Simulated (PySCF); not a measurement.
Isomers of C3H12BN, from PySCF, PBE0-D3(BJ)/def2-SVP geometry optimisation, gas phase. One conformer each, no zero-point energy, no frequencies.

Question: Which is lower in electronic energy at this level?
A. `[CH3:1][CH:2]([CH3:3])[BH2-:4][NH3+:5]` with C1–C2–B4–N5 59°: A = 7145, B = 3083, C = 2396 MHz, dipole 5.34 D
B. `[BH3-:1][NH2+:2][CH2:3][CH2:4][CH3:5]` with B1–N2–C3–C4 178°, N2–C3–C4–C5 63°: A = 11521, B = 2317, C = 2134 MHz, dipole 6.04 D

Answer: A. That is `CC(C)[BH2-][NH3+]`, 7.2 kcal/mol below the other.

```csv
SMILES,mapped SMILES,E (Eh),relative (kcal/mol),relative (kJ/mol),dipole (D)
CC(C)[BH2-][NH3+],[CH3:1][CH:2]([CH3:3])[BH2-:4][NH3+:5],-200.77099,0.0,0.0,5.34
[BH3-][NH2+]CCC,[BH3-:1][NH2+:2][CH2:3][CH2:4][CH3:5],-200.75946,7.2,30.3,6.04
```
